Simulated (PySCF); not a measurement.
An equivalent PySCF input for Mn²⁺ (manganese, charge +2), [Ar] 3d5, high-spin 6S determinant, with the non-relativistic Hamiltonian (point nucleus):

```python
from pyscf import gto, scf, dft, mp, cc
import basis_set_exchange as bse
mol = gto.M(atom="Mn 0 0 0", charge=2, spin=5, symmetry="D2h",
            basis=gto.basis.parse(bse.get_basis("def2-QZVPPD", elements=["Mn"], fmt="nwchem")))
mf = dft.UKS(mol, xc="M06L")
mf.irrep_nelec = {'Ag': (5, 3), 'B1g': (1, 0), 'B2g': (1, 0), 'B3g': (1, 0), 'B1u': (2, 2), 'B2u': (2, 2), 'B3u': (2, 2)}
mf.kernel()
```

It reaches the same state as the run whose output follows, with an energy that differs only through the grid. The run itself started from symmetry-adapted Hartree-Fock orbitals and held the occupation by maximum overlap, on a logarithmic radial grid, so the iterations belong to that start.

```
SCF conv_tol = 1e-09
number electrons alpha = 14  beta = 9
XC functionals = M06L
    Y. Zhao and D. G. Truhlar.,  J. Chem. Phys. 125, 194101 (2006)
    Y. Zhao and D. G. Truhlar.,  J. Chem. Phys. 125, 194101 (2006)
    Y. Zhao and D. G. Truhlar.,  Theor. Chem. Acc. 120, 215 (2008)
cycle= 1 E= -1150.12265437998  delta_E= -0.00227  |g|= 0.0103  |ddm|= 0.0947
cycle= 2 E= -1150.12266142937  delta_E= -7.05e-06  |g|= 0.0101  |ddm|= 0.0106
cycle= 3 E= -1150.12268118713  delta_E= -1.98e-05  |g|= 0.000484  |ddm|= 0.00512
cycle= 4 E= -1150.12268124839  delta_E= -6.13e-08  |g|= 6.24e-05  |ddm|= 0.000475
cycle= 5 E= -1150.12268124915  delta_E= -7.54e-10  |g|= 1.16e-06  |ddm|= 5.94e-05
converged SCF energy = -1150.12268124915  <S^2> = 8.7511605  2S+1 = 6.0003868
```
